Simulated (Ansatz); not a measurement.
Ansatz results at the PBE0-D4/def2-TZVP geometry: HOMO energy (PBE0/def2-TZVPP) -7.06 eV; HOMO–LUMO gap (PBE0/def2-TZVPP) 8.15 eV; HOMO–LUMO gap (ωB97M-V/def2-TZVPP) 11.86 eV.

Each molecule was computed in one conformer, which needn't be the lowest.

**Question.** Which molecule gave them?
A. `[B]Cl`
B. `CP(C)(C)=S`
C. `CC#CCCCC`
D. `CCC1C=CCC1`

**Answer.** C. The others give `[B]Cl`: -7.46, 5.56, 9.95; `CP(C)(C)=S`: -6.27, 6.95, 10.48; `CCC1C=CCC1`: -6.82, 7.43, 11.70.
